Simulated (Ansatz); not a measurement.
The cluster B₅N₆⁻, relaxed as a singlet with RKS B3LYP-D4/def2-SVPD in Ansatz, starting from the GFN2-xTB geometry. Force threshold 0.02 eV/Å.

The structure comes from a short search, and lower isomers may exist.

Start:

```csv
atom,x (Å),y (Å),z (Å)
B1,-1.129,1.718,0.241
B2,-0.318,0.438,2.062
B3,0.912,-1.424,1.431
B4,-0.034,0.099,-2.067
B5,1.074,-1.621,-0.873
N6,1.352,-2.072,0.364
N7,0.711,-1.042,-1.983
N8,-1.250,1.933,-1.026
N9,-0.973,1.451,1.572
N10,-0.741,1.178,-2.101
N11,0.396,-0.658,2.380
```

| step | energy (eV) | largest force component (eV/Å) | SCF passes |
| --- | --- | --- | --- |
| 1 | -12320.2332 | 0.470 | 20 |
| 2 | -12320.2516 | 0.383 | 23 |
| 3 | -12320.2922 | 0.162 | 21 |
| 4 (rejected) | -12320.2614 | 1.089 | 21 |
| 5 | -12320.3021 | 0.121 | 22 |
| 6 | -12320.3090 | 0.052 | 21 |
| 7 | -12320.3094 | 0.013 | 22 |

Force components are those of the run's own axes.

End:

```xyz
11

B    -1.145    1.740    0.347
B    -0.361    0.504    2.068
B     0.854   -1.335    1.342
B     0.021    0.015   -2.111
B     1.071   -1.614   -0.952
N     1.320   -2.023    0.307
N     0.778   -1.140   -2.141
N    -1.173    1.812   -0.931
N    -1.050    1.564    1.714
N    -0.678    1.080   -1.975
N     0.360   -0.603    2.332
```

By distances, no bond broke or formed. The bond that changes most is N8–N10, from 1.41 to 1.37 Å (atoms count from 1).

No frequencies were taken in this run, so the end may be a saddle point.

It took 63 s on 4 threads of Intel Xeon on a shared host, peak host memory 0.8 GiB.
